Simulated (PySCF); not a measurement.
Species: B₂H₅OP.
Bonds: B1–O2, O2–B3, B3–P4. Hydrogens: H5, H6 on B1; H7 on B3; H8, H9 on P4.

Computed by this run: PBE0-D3(BJ)/def2-SVP geometry optimisation, gas phase in PySCF 2.14.0; density fitting, grid level 1; the optimiser is geomeTRIC in internal coordinates, started from a GFN2-xTB structure with every atom displaced at random (about 0.01 Å).

Step 0: E = -12758.0541 eV
```
atom  x, y, z in Å  |  force x, y, z in eV/Å
B1      1.7170    0.5994   -0.3112    0.062   0.679  -0.888
O2      0.6259   -0.1251   -0.3170    0.538   0.067   0.022
B3     -0.4693   -0.8323   -0.3104   -0.931  -0.175   0.101
P4     -2.0904   -0.0495    0.2706   -0.398  -0.665   0.937
H5      2.3328    0.7115    0.6596    0.787   0.006   1.247
H6      1.9988    1.1926   -1.3073    0.183   0.134  -0.412
H7     -0.4055   -1.9784   -0.5757   -0.023  -0.818  -0.211
H8     -2.8602   -0.5140   -0.7936   -0.492  -0.404  -0.435
H9     -1.9312    1.2011   -0.2762    0.274   1.177  -0.360
```

Step 1: E = -12758.2172 eV
```
atom  x, y, z in Å  |  force x, y, z in eV/Å
B1      1.7587    0.6308   -0.3205    0.165  -0.007   0.254
O2      0.6511   -0.1102   -0.3194   -0.090   0.004   0.000
B3     -0.4805   -0.8194   -0.3176   -0.040  -0.091   0.007
P4     -2.1469   -0.0641    0.2823    0.021   0.204  -0.287
H5      2.3997    0.7152    0.7122   -0.100  -0.002  -0.164
H6      2.0871    1.1837   -1.3411    0.008   0.043  -0.074
H7     -0.4165   -1.9979   -0.6016   -0.028   0.062   0.003
H8     -2.9511   -0.5867   -0.7821    0.106   0.046   0.142
H9     -1.9836    1.2539   -0.2734   -0.041  -0.259   0.118
```

Task: Estimate the geometry and energy of step 2. (The exact step hangs on the optimiser's Hessian estimate; all steps are aligned on step 1, rigid shifts and turns removed.)

Result: E = -12758.2215 eV, largest force 0.065 eV/Å
```
atom  x, y, z in Å  |  force x, y, z in eV/Å
B1      1.7521    0.6307   -0.3146    0.039   0.027   0.025
O2      0.6468   -0.1160   -0.3190    0.041  -0.035  -0.003
B3     -0.4811   -0.8311   -0.3223   -0.031   0.038   0.043
P4     -2.1322   -0.0544    0.2785   -0.008   0.007  -0.061
H5      2.3893    0.7234    0.7115   -0.029  -0.017  -0.026
H6      2.0740    1.1915   -1.3370    0.000   0.001  -0.010
H7     -0.4258   -2.0075   -0.6066    0.004   0.022  -0.009
H8     -2.9411   -0.5790   -0.7702   -0.014  -0.004   0.024
H9     -1.9639    1.2477   -0.2813   -0.002  -0.038   0.018
```

The energy changes by -0.0043 eV. The first-order estimate −F·Δx gives -0.0089 eV and the mean of the old and new forces, exact on a quadratic surface, -0.0042 eV. The step makes an angle of 72° with the force vector and moves no atom by more than 0.022 Å.

The cost below is that of the whole optimisation. The run took 31 s of wall time on Intel Xeon at 2.50 GHz, one thread, no GPU, shared host, and the process peaked at 0.35 GiB of memory.
